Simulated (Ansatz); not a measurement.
**Ligand exchange: AuBr + GaH3 → AuH + GaH2Br**

Species: AuBr (bromogold), singlet; GaH3 `[GaH3]`, singlet; AuH, singlet; GaH2Br `[GaH2][Br]`, singlet. The partners trade Br for H: Au–Br and Ga–H bonds give way to Au–H and Ga–Br.

Shapes, held fixed at every level: PBE0-D4/def2-TZVP. Programs: Ansatz 0.2.0. The zero-point and thermal change to 298 K, harmonic and unscaled (PBE0-D4/def2-TZVP), is +0.2 kJ/mol.

| level | kind | ΔH(298 K) (kJ/mol) | less CCSD(T)/def2-TZVPP |
| --- | --- | --- | --- |
| PBE-D4/def2-TZVPP | GGA | -107.7 | -3.7 |
| PBE0-D4/def2-TZVPP | global hybrid | -98.1 | +5.9 |
| wB97M-V/def2-TZVPP | range-separated hybrid | -85.0 | +19.0 |
| B2PLYP/def2-TZVPP | double hybrid | -100.5 | +3.5 |
| MP2/def2-SVP | perturbation theory | -123.1 | -19.1 |
| CCSD(T)/def2-SVP | coupled cluster or CI | -109.0 | -5.0 |
| CCSD/def2-TZVPP | coupled cluster or CI | -99.9 | +4.1 |
| CCSD(T)/def2-TZVPP | coupled cluster or CI | -104.0 | 0.0 |

The highest level, CCSD(T)/def2-TZVPP, gives ΔH(298 K) = -104.0 kJ/mol; the levels span -123.1 to -85.0. The column of differences is taken from that level and isn't an error. No measured value is set beside it here. T1 is large for AuH, so single-reference values are less sure there. For atoms past krypton def2 sets carry core potentials with scalar relativity. Relativity is left out for Br, Ga unless named. Correlated rows may include outer-core shells of Au, Br, Ga, which these sets cover unevenly.
